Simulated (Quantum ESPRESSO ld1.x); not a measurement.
The numbers below are computed, except where a source is named.
Q: Radial electron density D(r) = 4 pi r^2 rho(r) of an atom or ion with 14 electrons. Level of theory: scalar-relativistic Kohn-Sham, LDA (Slater exchange, Perdew-Zunger correlation), spin-polarised, spherical densities, point nucleus (ld1.x of Quantum ESPRESSO 7.5).

| r (bohr) | D(r) (e/bohr) | spin D(r) |
|---|---|---|
| 0.001428 | 6.914 | -0.0000805 |
| 0.001611 | 8.360 | -0.0000244 |
| 0.001816 | 10.08 | 0.0000818 |
| 0.002048 | 12.11 | 0.000268 |
| 0.00229 | 14.33 | 0.000554 |
| 0.002582 | 17.09 | 0.00105 |
| 0.002911 | 20.28 | 0.00183 |
| 0.003256 | 23.68 | 0.00296 |
| 0.003672 | 27.80 | 0.00482 |
| 0.00414 | 32.43 | 0.00767 |
| 0.00463 | 37.18 | 0.0116 |
| 0.005221 | 42.69 | 0.0180 |
| 0.005886 | 48.56 | 0.0275 |
| 0.006637 | 54.67 | 0.0416 |
| 0.007423 | 60.40 | 0.0606 |
| 0.00837 | 66.37 | 0.0901 |
| 0.009437 | 71.88 | 0.133 |
| 0.01056 | 76.32 | 0.188 |
| 0.0119 | 80.03 | 0.272 |
| 0.01342 | 82.37 | 0.388 |
| 0.01501 | 83.14 | 0.533 |
| 0.01692 | 82.43 | 0.740 |
| 0.01908 | 80.28 | 1.01 |
| 0.02151 | 77.14 | 1.35 |
| 0.02406 | 73.91 | 1.74 |
| 0.02713 | 70.99 | 2.23 |
| 0.03059 | 69.56 | 2.77 |
| 0.03421 | 70.31 | 3.28 |
| 0.03858 | 73.72 | 3.78 |
| 0.04349 | 79.61 | 4.13 |
| 0.04865 | 86.44 | 4.25 |
| 0.05485 | 93.53 | 4.04 |
| 0.06184 | 98.19 | 3.45 |
| 0.06973 | 98.35 | 2.50 |
| 0.07799 | 93.32 | 1.45 |
| 0.08794 | 82.52 | 0.450 |
| 0.09915 | 67.88 | -0.0151 |
| 0.1109 | 53.40 | 0.394 |
| 0.125 | 40.07 | 1.94 |
| 0.141 | 31.20 | 4.50 |
| 0.1577 | 27.28 | 7.30 |
| 0.1778 | 26.19 | 9.91 |
| 0.2005 | 25.72 | 11.3 |
| 0.226 | 23.63 | 10.9 |
| 0.2528 | 19.59 | 9.21 |
| 0.285 | 13.86 | 6.57 |
| 0.3214 | 8.284 | 3.95 |
| 0.3595 | 4.333 | 2.08 |
| 0.4053 | 1.777 | 0.866 |
| 0.457 | 0.5827 | 0.289 |
| 0.5111 | 0.1647 | 0.0834 |
| 0.5763 | 0.03264 | 0.0170 |
| 0.6498 | 0.004770 | 0.00256 |
| 0.7326 | 0.0004962 | 0.000275 |

What is the nuclear charge?

A: Z = 63. The innermost maximum, from 1s, lies near gamma/Z bohr with gamma = sqrt(1 - (Z/c)^2) = 0.888, here 0.0141 bohr (found: 0.0151), and its height grows with Z. The density is that of the europium ion Eu49+ in [Ne] 3s2 3p2; the configuration itself is not fixed sharply by these data, and Z only to a few units. D(r) has 2 maxima, at r = 0.0151, 0.0659 bohr, and minima at 0.0311 bohr, inside which lie 2.01 electrons.
